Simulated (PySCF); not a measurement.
Members of one family of related compounds. Level of theory: PySCF 2.14.0, density-fitted response routines, TDDFT CAM-B3LYP/def2-SVPD, vertical, gas phase, core orbitals frozen in the response. Geometries: PBE0-D3(BJ)/def2-SVP; one conformer of each isolated species. Triplets are in the Tamm–Dancoff approximation. 'Strongest' means the level of largest summed f among the lowest 15 singlets; it needn't be the same kind of state in each.

Problem. Rank by computed HOMO–LUMO gap, lowest first.
A. AlMe2(tBu) (`[CH3][Al]([CH3])[C](C)(C)C`)
B. AlMe2(OtBu) (`[CH3][Al]([CH3])[O]C(C)(C)C`)
C. AlMe2(NHtBu) (`[CH3][Al]([CH3])[NH]C(C)(C)C`)
D. AlMe2(NEt2) (`CC[N](CC)[Al]([CH3])[CH3]`)

Solution. D (7.98 eV), A (8.31 eV), C (8.46 eV), B (9.14 eV).

| SMILES | gap (eV) | α (au) | T1 (eV) | f (S1) | first f ≥ 0.01 (nm) | strongest (eV) | S1 mainly |
| --- | --- | --- | --- | --- | --- | --- | --- |
| CC[N](CC)[Al]([CH3])[CH3] | 7.98 | 108.7 | 4.77 | 0.021 | 227 | 6.73 | H→L (91%) |
| [CH3][Al]([CH3])[C](C)(C)C | 8.31 | 100.7 | 4.65 | 0.003 | 214 | 7.11 | H→L+1 (58%) |
| [CH3][Al]([CH3])[NH]C(C)(C)C | 8.46 | 108.5 | 5.26 | 0.046 | 214 | 6.26 | H→L (87%) |
| [CH3][Al]([CH3])[O]C(C)(C)C | 9.14 | 102.5 | 5.76 | 0.001 | 192 | 6.46 | H→L+1 (93%) |

H and L stand for HOMO and LUMO.

- `CC[N](CC)[Al]([CH3])[CH3]`: Löwdin shares by element: HOMO nitrogen 55%, carbon 16% or more, aluminium 7% (atoms not listed hold the other 21%); LUMO aluminium 57%, carbon 10% or more (atoms not listed hold the other 33%).
- `[CH3][Al]([CH3])[C](C)(C)C`: Löwdin shares by element: HOMO carbon 50% or more, aluminium 16% (atoms not listed hold the other 34%); LUMO aluminium 52%, carbon 13% or more (atoms not listed hold the other 35%).
- `[CH3][Al]([CH3])[NH]C(C)(C)C`: Löwdin shares by element: HOMO nitrogen 59%, carbon 16% or more, aluminium 9% (atoms not listed hold the other 17%); LUMO aluminium 57%, carbon 5% or more (atoms not listed hold the other 38%).
- `[CH3][Al]([CH3])[O]C(C)(C)C`: Löwdin shares by element: HOMO carbon 38% or more, oxygen 24%, aluminium 13% (atoms not listed hold the other 25%); LUMO aluminium 58%, carbon 10% or more (atoms not listed hold the other 32%).

Without π bonds the low states are Rydberg-like; a valence basis with one diffuse set may place them up to an eV too high.
